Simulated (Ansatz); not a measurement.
`N[SiH]([SiH3])[SiH3]` + HBr → `N[SiH]([SiH3])Br` + SiH₄ at 600 K and 1 bar (cleavage of the Si–Si bond).

Calculated with Ansatz (gas phase, PBE0-D4/def2-TZVP geometries, no zero-point term in ΔE). CCSD(T)/CBS adds triple-zeta CCSD(T) − MP2 to the extrapolated MP2 energy (def2 sets, frozen cores). This one scheme is used for every species. For Br outer-core shells are correlated without core-valence functions, which leaves a few kJ/mol of doubt a bond. Scalar relativity is left out up to krypton. Each species was taken in one conformer, which may not be the lowest.

```
               species  CCSD(T)/CBS energy (Eh)  H − E (kJ/mol)  S (J/(mol·K))
`N[SiH]([SiH3])[SiH3]`               -927.36405           302.2          511.4
                   HBr              -2573.91920            33.5          219.1
    `N[SiH]([SiH3])Br`              -3209.86330           226.7          465.6
                  SiH₄               -291.46306           108.7          242.3
```

H − E and S are ideal-gas, rigid-rotor, harmonic terms from PBE0-D4/def2-TZVP, for one conformer and one mirror image of each species. 1 Eh = 2625.50 kJ/mol, R = 8.31446 J/(mol·K).

By hand: ΔE, ΔH, ΔS and ΔG.

ΔE = (-3209.86330) + (-291.46306) − (-927.36405) − (-2573.91920) = -0.04311 Eh = -113.2 kJ/mol. Δ(H − E) = 226.7 + 108.7 − 302.2 − 33.5 = -0.3, so ΔH = -113.5 kJ/mol. ΔS = 465.6 + 242.3 − 511.4 − 219.1 = -22.6 J/(mol·K). ΔG = -113.5 − 600 × (-22.6)/1000 = -99.9 kJ/mol.

By hand: the equilibrium constant, and the temperature at which ΔG would vanish if ΔH and ΔS stayed fixed.

log₁₀ K = −ΔG/(RT ln 10) = 8.7. ΔG = 0 at ΔH/ΔS = 5022 K, far beyond where these terms or the molecules hold.

ΔH outweighs TΔS. A doubt of 5 kJ/mol in ΔE shifts log₁₀ K by 0.4 here. Other conformers and mirror images would add mixing entropy, several J/(mol·K) or more a flexible species. These are equilibria of isolated gas molecules and say nothing of rates. Largest T1 diagnostic: 0.013 (customary marks: 0.02 for closed shells, 0.045 for open ones).
